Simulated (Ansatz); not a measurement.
`[SH][Al]([Cl])[Br]` + `CNC` → `C[N](C)[Al]([SH])[Br]` + HCl  (ligand exchange at the Al–Cl bond)

Calculated with Ansatz (gas phase, PBE0-D4/def2-TZVP geometries, no zero-point term in ΔE). CBS: MP2 limit from def2 TZ/QZ plus the TZ coupled-cluster correction, frozen cores. This one scheme is used for every species. Functionals use def2-TZVPP. For Br outer-core shells are correlated without core-valence functions, which leaves a few kJ/mol of doubt a bond. Scalar relativity is left out up to krypton. One conformer a species, not always the lowest.

`[SH][Al]([Cl])[Br]`:

```xyz
5

S    -0.861   -0.277    1.487
Al    0.265    0.394   -0.229
Cl    1.003    2.336   -0.236
Br    0.642   -0.955   -1.974
H    -1.050   -1.497    0.951
```

`CNC`:

Z-matrix (Å, degrees):
```
C
N 1 1.445
H 1 1.094 2 109.4
H 1 1.092 2 110.0 3 117.9
H 1 1.104 2 114.0 3 -120.2
C 2 1.445 1 112.8 3 65.3
H 2 1.011 1 109.8 3 -171.9
H 6 1.104 2 114.0 1 54.9
H 6 1.094 2 109.4 1 -65.3
H 6 1.092 2 110.0 1 176.8
```

`C[N](C)[Al]([SH])[Br]`:

Cartesian coordinates in Å:
```
C 1.451 -0.297 0.848
N 0.154 -0.119 0.242
C -0.912 -0.699 1.026
Al -0.143 0.708 -1.282
S -2.174 0.884 -2.043
Br 1.579 1.588 -2.442
H 1.690 -1.362 0.975
H 2.234 0.151 0.233
H 1.495 0.170 1.842
H -1.882 -0.551 0.546
H -0.768 -1.780 1.160
H -0.965 -0.247 2.027
H -1.760 1.553 -3.132
```

HCl:

Cartesian coordinates in Å:
```
Cl 0.403 0.400 -0.293
H -0.403 -0.400 0.293
```

| level | ΔE (eV) |
| --- | --- |
| B2PLYP | 0.72 |
| SCS-MP2/def2-QZVPP | 0.68 |

Problem. What does CCSD(T)/CBS give? (Best estimate.)

Solution. The calculation gave: +0.68 eV. The listed levels differ from it by 0.04, 0.00 eV.

Largest T1 diagnostic among the species: 0.010.

The D4 term adds −0.10 eV with B3LYP and −0.06 eV with PBE0; it sums over pairs of atoms, weighted by their polarisabilities, and B3LYP, whose exchange is more repulsive, gets the larger term. In def2-TZVPP, CCSD(T) changes the Hartree–Fock value by −0.27 eV (the triples alone add −0.03 eV) and MP2 by −0.27 eV.

B3LYP here is the variant with VWN-RPA as its local correlation; programs differ in this.
